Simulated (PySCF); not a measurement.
C₂H₈FNSi₂, SMILES C=C[SiH2][Si@H](N)F.

Coordinates come from a PBE-D3(BJ)/def2-SVP optimisation. The structure was generated by enumeration; whether it is a known compound was not checked. One conformer was computed; it need not be the lowest.

These are PBE-D3(BJ)/def2-SVP in PySCF 2.14.0 values and carry that method's errors.

Frequencies are harmonic and unscaled.

```csv
mode,ν (cm⁻¹),IR (km/mol),moving atoms (share of kinetic energy)
1,29,1.4,"H 25 %, N 23 %, C 20 %, Si 17 %, F 15 %"
2,49,0.5,"C 43 %, F 22 %, H 19 %, Si 12 %"
3,93,1.3,"H 35 %, C 30 %, F 14 %, N 13 %"
4,170,3.9,"Si 39 %, F 32 %, H 24 %"
5,185,0.7,"H 30 %, N 28 %, Si 22 %, C 15 %"
6,262,2.2,"C 46 %, H 41 %, Si 11 %"
7,272,28.8,"H 43 %, F 24 %, Si 21 %, N 11 %"
8,318,21.4,"H 72 %, Si 10 %, N 9 %"
9,387,115.4,"H 63 %, Si 20 %, N 15 %"
10,406,54.1,"H 45 %, Si 28 %, N 18 %"
11,481,10.4,"H 48 %, Si 45 %"
12,502,28.3,"H 65 %, C 24 %, Si 9 %"
13,626,59.4,"H 62 %, Si 20 %, C 18 %"
14,675,28.9,"H 62 %, C 21 %, Si 14 %"
15,717,8.5,"H 79 %, C 15 %"
16,753,269.7,"H 70 %, Si 14 %"
17,792,33.7,"F 36 %, H 34 %, Si 21 %, N 8 %"
18,839,42.9,"H 69 %, N 16 %, Si 14 %"
19,868,108.4,"H 65 %, N 15 %, Si 15 %"
20,876,6.4,"H 81 %, Si 12 %"
21,908,182.1,"H 41 %, Si 34 %, N 16 %"
22,935,30.4,"H 72 %, C 27 %"
23,980,5.5,"H 82 %, C 17 %"
24,1000,9.7,H 93 %
25,1229,0.5,"H 74 %, C 26 %"
26,1369,8.7,"H 85 %, C 15 %"
27,1492,38.8,"H 89 %, N 11 %"
28,1618,2.4,"C 86 %, H 13 %"
29,2131,75.6,H 98 %
30,2141,73.6,H 96 %
31,2170,149.8,H 97 %
32,3049,11.2,H 95 %
33,3065,4.9,"H 92 %, C 8 %"
34,3143,7.9,"H 89 %, C 11 %"
35,3490,25.9,H 96 %
36,3588,28.4,"H 91 %, N 9 %"
```
